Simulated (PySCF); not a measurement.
SMILES N[Te]O (CAM-B3LYP/def2-SVP optimised geometry):

```
6

Te    -0.981    -1.124     0.000
O     -1.433     0.825     0.000
H     -1.475     1.124     0.918
N      1.021    -1.124     0.000
H      1.475    -0.786     0.844
H      1.463    -0.749    -0.835
```

Level of theory: PySCF 2.14.0 with CAM-B3LYP/def2-TZVP, def2 effective core potentials past Kr.

Q: What are the frontier orbital energies and the dipole moment?

A: HOMO-2 -10.23 eV, HOMO-1 -9.40 eV, HOMO -7.43 eV, LUMO -0.12 eV, LUMO+1 0.35 eV; dipole moment 1.73 D.

On the same geometry PBE/def2-TZVP, def2 effective core potentials past Kr (PySCF) gives HOMO-2 -7.27 eV, HOMO-1 -6.54 eV, HOMO -5.00 eV, LUMO -1.96 eV, LUMO+1 -1.45 eV; dipole moment 1.75 D.
